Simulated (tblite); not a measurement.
Species: C4H14N2SSi2.
Atom-mapped SMILES: `[CH2:1]=[CH:2][Si@@H:3]([S:4][SiH2:5][NH2:6])[N:7]([CH3:8])[CH3:9]` (hydrogens: H10, H11 on C1; H12 on C2; H13 on Si3; H14, H15 on Si5; H16, H17 on N6; H18, H19, H20 on C8; H21, H22, H23 on C9)

A start from a force field or distance geometry was refined with GFN2-xTB geometry optimisation, gas phase (tblite). Values at the start:

```tsv
coordinate	start
C1=C2	1.314 Å
C1–H10	1.084 Å
C1–H11	1.089 Å
C2–Si3	1.848 Å
C2–H12	1.072 Å
Si3–S4	2.162 Å
Si3–N7	1.788 Å
Si3–H13	1.473 Å
S4–Si5	2.140 Å
Si5–N6	1.774 Å
Si5–H14	1.480 Å
Si5–H15	1.483 Å
N6–H16	1.032 Å
N7–C8	1.456 Å
C8–H18	1.120 Å
C8–H19	1.122 Å
C1–C2–Si3	118.4°
C2–Si3–S4	105.9°
C2–Si3–N7	109.1°
Si3–S4–Si5	108.2°
Si3–N7–C8	108.8°
Si3–N7–C9	104.7°
S4–Si5–N6	109.5°
C8–N7–C9	108.3°
```

**Question.** How do these coordinates change at the GFN2-xTB level?

**Answer.** 
```tsv
coordinate	GFN2-xTB (Å or °)	change
Si3–N7	1.712	-0.076
Si5–N6	1.711	-0.063
C8–H18	1.086	-0.034
C2–Si3	1.880	+0.032
C8–H19	1.096	-0.026
Si5–H15	1.458	-0.025
N6–H16	1.007	-0.025
Si5–H14	1.463	-0.017
Si3–S4	2.147	-0.015
N7–C8	1.442	-0.014
C2–H12	1.084	+0.012
C1–H11	1.080	-0.009
C1=C2	1.322	+0.008
C1–H10	1.078	-0.006
S4–Si5	2.144	+0.004
Si3–H13	1.473	0.000
Si3–N7–C8	123.2	+14.4
Si3–N7–C9	119.0	+14.3
Si3–S4–Si5	100.3	-7.9
S4–Si5–N6	102.4	-7.1
C1–C2–Si3	124.3	+5.9
C2–Si3–S4	111.3	+5.4
C8–N7–C9	112.6	+4.3
C2–Si3–N7	106.7	-2.4
```

The energy falls by 1.107 eV over 266 L-BFGS steps, the largest force on an atom goes from 1.38 to 0.009 eV/Å, and the atoms move by 1.287 Å rms after alignment. The bond that changes most is Si3–N7 (SiH silicon to silicon-bound nitrogen), which shortens by 0.076 Å. Bonds longer at the end by more than 0.005 Å: 4 of 22; shorter: 16. Among the dihedrals that turn most is S4–Si3–N7–C9, from 44° to 171°. Rotational constants go from 1347, 608.4, 479.6 to 1546, 597.2, 448.6 MHz.

The run took 6.3 s wall on one thread, Arm Neoverse N1 (aarch64), no GPU (shared host).

Its GFN2-xTB frequencies are all real (lowest 25 cm⁻¹). One conformer, not necessarily the lowest. 3 starts were optimised and ended at 0.00, 0.09 and 2.82 kcal/mol (GFN2-xTB); the lowest of these is shown.

These are computed values.
